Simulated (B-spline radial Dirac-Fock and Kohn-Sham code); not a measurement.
Level of theory: Dirac-Fock energy differences between relaxed states, corrected for Breit and QED terms; a radial atomic solver. Free neutral atoms up to Cf, the lines Kα1, Kβ1, Lα1, Lβ1, Lβ2, Lγ1, Lℓ and Mα1 where both subshells are closed (so no Lα of most 3d metals and no Mα of most lanthanides); Na, Y were not searched.

Problem. Sm Lα1 is computed at 5635.9 eV. Which of the searched lines of other elements lie within 74 eV and could overlap it in an energy-dispersive spectrum?

Solution. Ce Lβ2 at 5614.8 eV (-21).
